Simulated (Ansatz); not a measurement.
Calculated with Ansatz (gas phase, PBE0-D4/def2-TZVP geometries, no zero-point term in ΔE). CBS: MP2 limit from def2 TZ/QZ plus the TZ coupled-cluster correction, frozen cores. This one scheme is used for every species. Functionals use def2-TZVPP. B3LYP here is the variant with VWN-RPA as its local correlation; programs differ in this. Open shells (•) are unrestricted, without spin–orbit coupling. For Se outer-core shells are correlated without core-valence functions, which leaves a few kJ/mol of doubt a bond. Scalar relativity is left out up to krypton. One conformer a species, not always the lowest.

`C[Se][SiH2]S` → `[SH]`• + `C[Se][SiH2]`•  (homolysis of the S–Si bond)

```csv
level,ΔE (kJ/mol),difference from CCSD(T)/CBS
PBE-D4,371.4,-13.1
r2SCAN-D4,363.8,-20.7
PBE0-D4,372.0,-12.5
B3LYP-D4,359.5,-25.0
ωB97X-V,382.2,-2.3
ωB97M-V,385.7,1.2
B2PLYP,361.2,-23.3
PBE,362.6,-21.9
r2SCAN,361.6,-22.9
PBE0,364.2,-20.3
B3LYP,345.2,-39.3
HF/def2-TZVPP,267.5,-117.0
MP2/def2-TZVPP,388.9,4.4
SCS-MP2/def2-TZVPP,379.4,-5.1
CCSD/def2-TZVPP,357.4,-27.1
CCSD(T)/def2-TZVPP,367.4,-17.1
HF/def2-QZVPP,266.7,-117.8
MP2/def2-QZVPP,398.4,13.9
SCS-MP2/def2-QZVPP,389.5,5.0
HF/CBS(def2),266.5,-118.0
MP2/CBS(def2),406.0,21.5
CCSD/CBS(def2),374.5,-10.0
CCSD(T)/CBS,384.5,0
```

Largest T1 diagnostic among the species: 0.014.

In def2-TZVPP, CCSD(T) changes the Hartree–Fock value by +99.9 kJ/mol (the triples alone add +10.0 kJ/mol) and MP2 by +121.4 kJ/mol; breaking electron pairs costs correlation energy, which Hartree–Fock lacks. The D4 term adds +14.3 kJ/mol with B3LYP and +7.8 kJ/mol with PBE0; it sums over pairs of atoms, weighted by their polarisabilities, and B3LYP, whose exchange is more repulsive, gets the larger term.
